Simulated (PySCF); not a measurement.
One of the candidates below gave these computed data.

All candidates are C5H7PSi.

* 1H NMR: chemical shifts (computed TMS as zero) by class: 9.53 (1 H), 9.29 (1 H), 8.15 (1 H), 8.00 (1 H), 4.63 (3 H) ppm [GIAO PBE0/pcSseg-1]
* UV, first state: lowest singlet excitation: 4.82 eV (257 nm, f = 0.007) [TDDFT CAM-B3LYP/def2-SVPD]
* Polarisability: 108.0 au [CAM-B3LYP/def2-SVPD]
* Dipole: 1.36 D [CAM-B3LYP/def2-SVPD]
* 13C NMR: chemical shifts (computed TMS as zero) by class: 173.3 (1 C), 166.5 (1 C), 142.1 (1 C), 140.3 (1 C), 136.9 (1 C) ppm [GIAO PBE0/pcSseg-1]
* Rotational structure: rotational constants A, B, C: 3.882, 1.215, 0.935 GHz [GFN2-xTB]
* NMR, other nuclei: isotropic shieldings of nuclei other than C and H, by class: 413 (1 Si), 86 (1 P) ppm [GIAO PBE0/pcSseg-1]
* Triplet: lowest triplet excitation (Tamm–Dancoff): 3.21 eV [TDA CAM-B3LYP/def2-SVPD]

The electronic properties come from PySCF, for the isolated species, density fitting. Levels stand in brackets. Isolated species at its GFN2-xTB geometry, gas phase. GFN2-xTB frequencies show an imaginary mode (22i cm⁻¹), so this geometry is no minimum at that level. Each NMR value is the plain mean over a class of atoms that symmetry, rotation or inversion makes alike.

Problem. Which candidate is it?
A. `C#CP=C=C(C)[SiH3]`
B. `[SiH3]c1cccpc1`
C. `[SiH3]c1ccpcc1`

Solution. B. It is `[SiH3]c1cccpc1`. Numbering: `[SiH3:1][c:2]1[cH:3][cH:4][cH:5][p:6][cH:7]1`. 5 carbons fall into 5 classes; from least to most shielded: aromatic CH carbon [C7] (173.3 ppm), aromatic CH carbon [C5] (166.5 ppm), substituted aromatic carbon [C2] (142.1 ppm), aromatic CH carbon [C3] (140.3 ppm), aromatic CH carbon [C4] (136.9 ppm). Hydrogen classes from least to most shielded: 1 H on an aromatic CH carbon, C7 (9.53 ppm), 1 H on an aromatic CH carbon, C5 (9.29 ppm), 1 H on an aromatic CH carbon, C4 (8.15 ppm), 1 H on an aromatic CH carbon, C3 (8.00 ppm), 3 H on an SiH3 silicon, Si1 (4.63 ppm). The other shieldings belong to: 413 ppm, SiH3 silicon [Si1]; 86 ppm, phosphorus bonded to 2 C [P6]. By its constants the optimised geometry is an asymmetric top.

The others, at the same levels:
- `C#CP=C=C(C)[SiH3]` fails: its computed 13C shifts are 275.2 (1 C), 113.0 (1 C), 105.3 (1 C), 83.4 (1 C), 21.8 (1 C) ppm, 1H shifts are 4.36 (3 H), 2.71 (1 H), 2.07 (3 H) ppm and rotational constant A is 2.911 GHz (against 3.882 GHz).
- `[SiH3]c1ccpcc1` fails: it has 3 carbon classes against 5; its computed 13C shifts are 164.2 (2 C), 144.9 (2 C), 136.4 (1 C) ppm, 1H shifts are 9.27 (2 H), 8.39 (2 H), 4.62 (3 H) ppm and rotational constant A is 4.918 GHz (against 3.882 GHz).
